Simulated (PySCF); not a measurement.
Molecule: `InChI=1S/C6H4N2/c7-5-6-1-3-8-4-2-6/h1-4H`.

Atoms are numbered as in `[N:1]#[C:2][c:3]1[cH:4][cH:5][n:6][cH:7][cH:8]1`. Each H is labelled by its parent atom.

Geometry PBE0-D3(BJ)/def2-SVP throughout; GIAO in PySCF 2.14, gas phase, one conformer, non-relativistic; equivalent atoms averaged; functional PBE0.

For orientation, STO-3G gives these absolute shieldings σ: N6 13.4, N1 52.2, C5/C7 112.7, C4/C8 125.7, C3 131.3, C2 142.1, H(C5)/H(C7) 23.47, H(C4)/H(C8) 24.98 ppm.

A run gave: N6 -104.5, N1 -52.9, C5/C7 30.3, C4/C8 55.7, C3 59.8, C2 64.4, H(C5)/H(C7) 22.43, H(C4)/H(C8) 23.90 ppm (absolute shieldings σ).

Which basis set was used in that run?
A. def2-TZVP
B. cc-pVTZ
C. 6-31G*
D. 6-311+G(2d,p)
E. aug-cc-pVDZ

Results:

A. C3 tells them apart best: def2-TZVP gives 59.8, aug-cc-pVDZ gives 74.5, 6-311+G(2d,p) gives 61.5, cc-pVTZ gives 61.7, 6-31G* gives 78.0 ppm.
